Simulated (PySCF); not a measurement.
In(PH2)3 (H6InP3), SMILES [PH2][In]([PH2])[PH2].

Coordinates come from a B3LYP-D3(BJ)/def2-SVP optimisation. The def2 effective core potentials stand for the cores of In; spin–orbit coupling is left out. The values are those of a single conformer.

Two levels are set side by side: TDA-PBE/def2-SVPD (PySCF) and TDA-PBE0/def2-SVPD (PySCF). Vertical, same geometry. The lowest singlet is HOMO→LUMO 76 %, HOMO→LUMO+1 23 % with PBE and HOMO−1→LUMO 96 % with the other functional; states are paired by order. Differences are taken from unrounded values.

```tsv
quantity	TDA-PBE0	TDA-PBE	TDA-PBE minus TDA-PBE0
lowest singlet excitation (eV)	4.19	3.84	-0.36
lowest triplet excitation (TDA) (eV)	3.60	3.34	-0.26
first bright state (f over 0.05) (eV)	5.01	4.49	-0.51
its oscillator strength	0.18	0.09	-0.09
```

A lower first singlet is the usual sign of a functional without exact exchange. Differences between two approximate levels are no errors against the true value.

Rough cost on one machine, each run with all the roots and properties that it gave: TDA-PBE0 against TDA-PBE within a factor of 2.
